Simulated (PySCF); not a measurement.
A run for PySCF: U-B3LYP/LANL2DZ on CH4Cd (SMILES [CH3][CdH]), a point of a bond scan (R = 3.489 Å).

```python
from pyscf import gto, scf, dft, mp
from pyscf.data.elements import chemcore

mol = gto.M(
    atom='''
    Cd   -0.28068773   -0.15103297   -0.04141861
    H    -1.74994566   -0.94161398   -0.25822404
    C     1.58135131    0.85089642    0.23334606
    H     3.02098526   -0.08227036    3.27166478
    H     1.43288682    1.93112443    0.23532541
    H     2.27072534    0.59541191   -0.57190501
    ''',
    basis='lanl2dz',
    ecp={'Cd': 'lanl2dz'},
    charge=0, spin=0, verbose=3, max_memory=1800)
mf = dft.UKS(mol, xc='b3lyp')
mf.conv_tol = 1e-8
mf.max_cycle = 100
mf.init_guess_breaksym = True
mf.kernel()
if not mf.converged:
    mf = mf.newton().run(mf.mo_coeff, mf.mo_occ)
for _ in range(4):
    mo, _, stable, _ = mf.stability(return_status=True)
    if stable:
        break
    mf.kernel(mf.make_rdm1(mo, mf.mo_occ))
```

The log:

```
converged SCF energy = -88.2896858134363  <S^2> = 9.6806652e-10  2S+1 = 1
<class 'pyscf.dft.uks.UKS'> wavefunction has an internal instability
converged SCF energy = -88.3446994647137  <S^2> = 0.983565  2S+1 = 2.2213194
<class 'pyscf.dft.uks.UKS'> wavefunction is stable in the internal stability analysis
```

Self-consistency was reached. Its determinant has ⟨S²⟩ = 0.98, a mixture of spin states.

Cost: very roughly 90 core-seconds.
